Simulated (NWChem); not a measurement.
System: C₃H₈Si; SMILES [SiH3]C1CC1

Here is an NWChem input.

```
start job
memory heap 200 mb stack 900 mb global 1100 mb
geometry units angstroms
  Si     0.051337    -1.427986     0.000000
  C     -0.571104     0.332377     0.000000
  C      0.173338     1.413364    -0.746501
  C      0.173338     1.413364     0.746501
  H     -0.415436    -2.172968    -1.211257
  H      1.549013    -1.407211     0.000000
  H     -0.415436    -2.172968     1.211257
  H     -1.662780     0.434543     0.000000
  H     -0.418596     2.172775    -1.264969
  H      1.101230     1.148407    -1.263474
  H      1.101230     1.148407     1.263474
  H     -0.418596     2.172775     1.264969
end
basis spherical
  Si library 6-31g*
  C library 6-31g*
  H library 6-31g*
end
dft
  xc hfexch
  iterations 150
end
driver
  maxiter 120
end
task dft optimize
task dft freq
```

The level has its own optimisation; frequencies are unscaled. Brackets give each atom's bonded neighbours.

What results follow from this input? (Hartree-Fock/6-31G* (spherical d).) Quantities: r C–Si (Å); r H–Si (Å); r C–C [C(CCHH)–C(CCHSi)] (Å); r C–H [C(CCHSi)–H(C)] (Å); highest harmonic frequency (cm⁻¹); lowest (cm⁻¹); zero-point energy (kcal/mol); dipole (D).


| Quantity | Value |
|---|---|
| r C–Si (Å) | 1.869 |
| r H–Si (Å) | 1.479 |
| r C–C [C(CCHH)–C(CCHSi)] (Å) | 1.510 |
| r C–H [C(CCHSi)–H(C)] (Å) | 1.079 |
| highest harmonic frequency (cm⁻¹) | 3390 |
| lowest (cm⁻¹) | 136 |
| zero-point energy (kcal/mol) | 65.0 |
| dipole (D) | 0.91 |
